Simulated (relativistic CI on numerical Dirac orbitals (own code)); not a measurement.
# Ga3+: calculation against measurement

Method of calculation: Dirac-Coulomb-Breit CI, KLI orbitals optimised for each configuration, a model potential for QED, valence Slater integrals scaled by 0.85, P86 correlation energy added to each configuration (own radial code, finite nucleus).

Configuration list (outside the closed core [Ar]): 3d10, 3d9 4s, 3d9 4p, 3d9 4d, 3d9 5s, 3d8 4s2, 3d9 5p, 3d9 4f, 3d9 5d, 3d8 4s 4p, 3d9 5f, 3d9 5g, 3d8 4p2, 3d8 4s 4d. Levels of other configurations are missing.

```
Configuration  Term (tabulated)  J  Measured (cm⁻¹)  Computed   Error  Purity (%)
         3d10                1S  0              0.0         0       0         100
       3d9 4s                3D  3         149512.1    145242   -4271         100
       3d9 4s                3D  2         150967.0    146642   -4325          86
       3d9 4s                3D  1         153085.9    148720   -4366         100
       3d9 4s                1D  2         156024.7    151482   -4542          86
       3d9 4p               3P°  2         224243.3    219289   -4955          97
       3d9 4p               3P°  1         227320.4    222219   -5102          97
       3d9 4p               3F°  3         227681.2    222529   -5152          69
       3d9 4p               3F°  4         228952.8    223600   -5352         100
       3d9 4p               3P°  0         229140.3    223969   -5171         100
       3d9 4p               3F°  2         230040.0    224792   -5248          94
       3d9 4p               1F°  3         233192.3    227726   -5466          57
       3d9 4p               1D°  2         233824.7    228348   -5477          60
       3d9 4p               3D°  3         234939.5    229241   -5699          66
       3d9 4p               1P°  1         236311.9    231540   -4772          90
       3d9 4p               3D°  1         236906.5    230935   -5972          89
       3d9 4p               3D°  2         237458.0    231753   -5705          58
       3d9 4d                3S  1         328763.7    320758   -8005          89
       3d9 4d                3G  5         332554.3    323741   -8813         100
       3d9 4d                3G  4         332730.5    323920   -8811          60
       3d9 4d                3P  2         332757.5    323961   -8797          78
       3d9 4d                3D  3         333964.2    325040   -8924          84
       3d9 4d                3P  0         334403.3    325617   -8786          99
       3d9 4d                3F  4         336790.0    325738  -11052          66
       3d9 4d                3D  1         336933.8    327980   -8954          80
       3d9 5s                3D  3         343319.9    334460   -8860          99
       3d9 5s                3D  2         343912.7    335041   -8872          55
       3d9 5s                3D  1         346887.6    337952   -8935          99
       3d9 5s                1D  2         347402.8    338466   -8937          55
       3d9 5p               3P°  2         368684.0    359764   -8920          94
       3d9 5p               3F°  3         369718.0    360776   -8942          57
       3d9 5p               3F°  4         370123.0    361080   -9043         100
       3d9 5p               3P°  1         370458.0    361557   -8901          76
       3d9 5p               3D°  3         371636.0    362650   -8986          81
       3d9 5p               3P°  0         372649.0    363598   -9051         100
       3d9 5p               3F°  2         373171.0    364149   -9022          73
       3d9 5p               1P°  1         373824.0    365137   -8687          75
       3d9 5p               3D°  1         374883.0    365869   -9014          91
       3d9 5p               3D°  2         375134.0    366094   -9040          60
    3d8 4s 4p               5D°  4         403072.0    394146   -8926          94
    3d8 4s 4p               5D°  3         405366.0    396523   -8843          91
    3d8 4s 4p               5D°  2         407383.0    398531   -8852          92
       3d9 5d                3S  1         407846.0    398909   -8937          77
    3d8 4s 4p               5G°  4         408135.0    398533   -9602          76
       3d9 5d                3G  5         409158.0    399937   -9221         100
       3d9 5d                3P  2         409319.0    400121   -9198          69
       3d9 5d                3D  3         409716.0    400544   -9172          84
       3d9 5d                3F  4         410220.0    401007   -9213          82
       3d9 5d                3P  0         411044.0    401995   -9049         100
    3d8 4s 4p               5F°  4         412166.0    402166  -10000          77
       3d9 5d                3G  3         412803.0    403520   -9283          80
       3d9 5d                3D  1         413010.0    403769   -9241          74
```

Measured levels from Shirai, Reader, Kramida and Sugar, J. Phys. Chem. Ref. Data 36, 509 (2007); pairs were made by configuration, J and term (by order where the table uses no LS term), so strongly mixed levels may be paired wrongly.

Mean error by configuration (cm⁻¹): 3d9 4s -4376; 3d9 4p -5339; 3d9 4d -9018; 3d9 5s -8901; 3d9 5p -8961; 3d8 4s 4p -9245; 3d9 5d -9164. Over the excited levels the mean absolute error is 7813 cm⁻¹ (51 of the 69 excited levels that our extract of the source holds in range could be paired, and the others can miss by more), and the median relative error of those above 1,000 cm⁻¹ is 2.4 %.
